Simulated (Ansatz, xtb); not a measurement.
Relative energy of two isomers of C3H6N2SSi

We compare I, `[SiH3]n1cc(S)cn1`, a singlet, with II, `[SiH3]c1[nH]ncc1S`, a singlet. Both are isolated molecules in the gas phase, relaxed with r2SCAN-D4/def2-SVP; the shapes shown needn't be the lowest conformers.

I (Å):

```xyz
13

C     0.0815    1.7744   -0.4561
C     1.3041    1.8482    0.1927
C     1.7705    0.5044    0.2187
N    -0.1205    0.4535   -0.7747
N     0.9104   -0.3217   -0.3630
S     2.1644    3.2306    0.8603
Si   -1.4659   -0.3658   -1.6060
H    -2.4323    0.7166   -1.9408
H    -2.0809   -1.3626   -0.6913
H    -0.9593   -1.0261   -2.8370
H    -0.6451    2.5455   -0.7089
H     1.2282    4.1516    0.5471
H     2.7008    0.1228    0.6421
```

II (Å):

```xyz
13

C    -0.0108    1.0269   -0.8352
C     1.3236    2.4974    0.2025
C     0.6588    1.2588    0.3734
N     0.3076    2.1046   -1.6073
N     1.1054    2.9980   -1.0121
S     0.5536    0.2364    1.8103
Si   -1.0942   -0.4125   -1.3383
H    -2.3086   -0.4988   -0.4798
H    -0.3363   -1.6939   -1.2655
H    -1.5085   -0.1659   -2.7541
H    -0.0016    2.2833   -2.5576
H     1.9480    3.0334    0.9179
H     1.6957   -0.4660    1.6145
```

Task: Estimate E(II) − E(I) at the level CCSD(T)/def2-SVP + ΔMP2/def2-TZVPP.

Result: Calculated at CCSD(T)/def2-SVP + ΔMP2/def2-TZVPP: E(II) − E(I) = +7.2 kcal/mol, so structure I lies lower.

How the difference moves with the method:

```json
{"level": "GFN2-xTB", "geometry": "GFN2-xTB", "E(II) − E(I) (kcal/mol)": "+19.4", "departure from the last row (kcal/mol)": "+12.2", "job, with rough time for the two": "optimisation, 0.22 s"}
{"level": "HF/STO-3G", "geometry": "GFN2-xTB", "E(II) − E(I) (kcal/mol)": "+15.5", "departure from the last row (kcal/mol)": "+8.3", "job, with rough time for the two": "single point, 0.42 s"}
{"level": "r2SCAN-D4/def2-SVP//GFN2-xTB", "geometry": "GFN2-xTB", "E(II) − E(I) (kcal/mol)": "+5.6", "departure from the last row (kcal/mol)": "−1.6", "job, with rough time for the two": "single point, 3.4 s"}
{"level": "r2SCAN-D4/def2-SVP", "geometry": "r2SCAN-D4/def2-SVP", "E(II) − E(I) (kcal/mol)": "+4.5", "departure from the last row (kcal/mol)": "−2.8", "job, with rough time for the two": "optimisation, 71 s"}
{"level": "HF/def2-SVP", "geometry": "r2SCAN-D4/def2-SVP", "E(II) − E(I) (kcal/mol)": "+6.8", "departure from the last row (kcal/mol)": "−0.4", "job, with rough time for the two": "part of the CCSD(T) run"}
{"level": "MP2/def2-SVP", "geometry": "r2SCAN-D4/def2-SVP", "E(II) − E(I) (kcal/mol)": "+5.6", "departure from the last row (kcal/mol)": "−1.7", "job, with rough time for the two": "part of the CCSD(T) run"}
{"level": "CCSD(T)/def2-SVP", "geometry": "r2SCAN-D4/def2-SVP", "E(II) − E(I) (kcal/mol)": "+5.7", "departure from the last row (kcal/mol)": "−1.5", "job, with rough time for the two": "single point"}
{"level": "CCSD(T)/def2-SVP + ΔMP2/def2-TZVPP", "geometry": "r2SCAN-D4/def2-SVP", "E(II) − E(I) (kcal/mol)": "+7.2", "departure from the last row (kcal/mol)": "", "job, with rough time for the two": "single point, 45 s"}
```

As drawn, II has 1 C–Si, 1 N–H in place of 1 N–Si, 1 C–H.

None of the levels shown reverses the order. The largest departure from CCSD(T)/def2-SVP + ΔMP2/def2-TZVPP is that of GFN2-xTB, 12.2 kcal/mol. A small imaginary or near-zero mode remains, so no thermal terms are given. The last row adds to CCSD(T) the change of the MP2 difference between the two basis sets, here +1.5 kcal/mol.

The correlated steps freeze 15 core orbitals. Run with Ansatz 0.2.0, xtb 6.7.1; the last row on 2 threads of Intel(R) Xeon(R) 6975P-C (Granite Rapids) on a shared host.
